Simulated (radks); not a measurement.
The numbers below are computed, except where a source is named.
Q: The tin anion Sn4-, [Xe], held by a Watson sphere: a shell of charge +5.65 at radius R that stands for the Madelung well of a crystal (potential energy -5.65/R inside, -5.65/r outside, in hartree with lengths in bohr). Level of theory: scalar-relativistic Kohn-Sham, LDA (Slater exchange, Perdew-Wang correlation), spin-unpolarised, spherical densities, finite nucleus; Fermi nuclear charge, rms radius of each element as measured or else 0.836 A^(1/3) + 0.57 fm (a radial shooting solver on a logarithmic mesh with Libxc functionals). Response by self-consistent Sternheimer equations with the Hartree and adiabatic LDA kernel, the relativistic mass of each level held fixed and spin-orbit coupling left out. The sphere does not respond.

R (bohr)  e(4d) (eV)  e(5s) (eV)  e(5p) (eV)  <r> 5p (bohr)  sum of <r^2> (bohr^2)  X-ray form factor at sin(theta)/lambda = 0.3 1/angstrom  alpha (bohr^3)
4.36         -31.705     -18.388     -13.000          3.619                  129.2                                                   34.743           119.7
4.99         -30.475     -16.587     -11.366          3.962                  148.1                                                   34.755           182.0
5.16         -30.204     -16.190     -10.987          4.055                  153.5                                                   34.755           202.9
5.87         -29.276     -14.857      -9.637          4.447                  177.5                                                   34.757           311.4

Estimate the row for R = 5.7 bohr.

A: e(4d) (eV) -29.471; e(5s) (eV) -15.134; e(5p) (eV) -9.929; <r> 5p (bohr) 4.353; sum of <r^2> (bohr^2) 171.5; X-ray form factor at sin(theta)/lambda = 0.3 1/angstrom 34.756; alpha (bohr^3) 282.1.
